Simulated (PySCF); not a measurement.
## Ni⁺: excitation energy

Ni⁺ [Ar] 3d9 (2D) → Ni⁺ [Ar] 3d8 4p1 (high-spin determinant), as a difference of total energies. Calculation: PySCF 2.14, in aug-cc-pVTZ-DK; the spin-free X2C one-electron Hamiltonian (Gaussian nucleus). Correlated levels: valence: [Ar] frozen. The calculations carry no spin-orbit coupling.

| method | excitation energy (cm⁻¹) |
| --- | --- |
| UHF | 33065 |
| LDA | 58523 |
| PBE | 53971 |
| PBE0 | 50305 |
| BP86 | 54090 |
| r2SCAN0 | 45902 |
| LC-wPBE | 55107 |
| PW91 | 54266 |
| MP2 (valence) | 55909 |
| SCS-MP2 (valence) | 54518 |

A first-order spin-orbit estimate (lowest level to lowest level, LS coupling) adds -0.025 eV.

The determinant of the upper state mixes LS terms, which raises its energy above the lowest term, most at the Hartree-Fock and MP2 levels.
